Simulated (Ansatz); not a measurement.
Frontier orbitals of BrH5N2OSi, SMILES `N[Si](N)(O)Br`.

```xyz
10

N     1.460    0.223   -0.546
Si   -0.170    0.158   -0.117
N    -0.422   -1.246    0.795
O    -0.459    1.627    0.544
Br   -1.670   -0.050   -1.785
H     1.930   -0.591   -0.904
H     1.870    1.083   -0.872
H    -1.305   -1.726    0.790
H     0.124   -1.432    1.620
H    -1.357    1.955    0.476
```

Total charge 0; spin multiplicity 1. Correlated methods include outer-core shells of Br, which these sets cover unevenly. Scalar relativity is left out up to krypton. All single points use the PBE0-D4/def2-TZVP geometry. It is one conformer, not always the lowest. Basis def2-TZVPP, Ansatz 0.2.0.

Orbital energies of one run (eV). Highest occupied ones, from the top: -6.57, -6.67, -7.26, -7.52, -8.27, -8.96, -10.17, -10.82, -11.96, -12.81, -13.02, -14.38, -19.61, -22.09. Empty: 0.45, 1.14, 1.51, 1.59, 2.62, 2.85.

Q: Which functional gave them?
A. ωB97M-V
B. r2SCANh
C. LC-ωPBE
D. r2SCAN

A: D. HOMO energies: r2SCAN -6.57, r2SCANh -7.10, ωB97M-V -9.97, LC-ωPBE -10.47 eV.

LC-ωPBE has ω = 0.4 bohr⁻¹.
